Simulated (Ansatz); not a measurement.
```yaml
crystal:
  periodic: [true, true, true]
  atoms:
    - {symbol: O, position_ang: [0.402206, 1.639857, -0.450148]}
    - {symbol: C, position_ang: [-0.545847, 0.463169, 0.000102]}
    - {symbol: Si, position_ang: [0.503389, -1.028400, 0.478999]}
    - {symbol: Cl, position_ang: [-1.410345, -0.031605, -1.664795]}
    - {symbol: H, position_ang: [0.032438, 2.263561, -0.686013]}
    - {symbol: H, position_ang: [-1.323804, 0.815245, 0.634881]}
    - {symbol: H, position_ang: [1.564453, -1.304038, -0.663079]}
    - {symbol: H, position_ang: [-0.462940, -2.137423, 0.737257]}
    - {symbol: H, position_ang: [1.257400, -0.525636, 1.656084]}
basis:
  gaussian: {orbitals: x2c-TZVPPall}
hamiltonian: {xc: {name: wPBEh}}
```

```sh
$ ansatz run in.yaml --threads 2 --pin off --events-out ev --progress --plain --max-ram 4352MiB
```

(1) How does Ansatz answer? (Estimate.)

## Answers

(1) Computed: The program refused the input.
```
Error: YAML parse error: error: line 2 column 3: crystal: missing field `lattice` (a structure is typed as `lattice` and `atoms`, a molecule's as `atoms` in Å alone, or read from a run's directory, `checkpoint`)
 --> <input>:2:3
  |
1 | crystal:
2 |   periodic: [true, true, true]
  |   ^ crystal: missing field `lattice` (a structure is typed as `lattice` and `atoms`, a molecule's as `atoms` in Å alone, or read from a run's directory, `checkpoint`)
3 |   atoms:
4 |     - {symbol: O, position_ang: [0.402206, 1.639857, -0.450148]}
  |
```
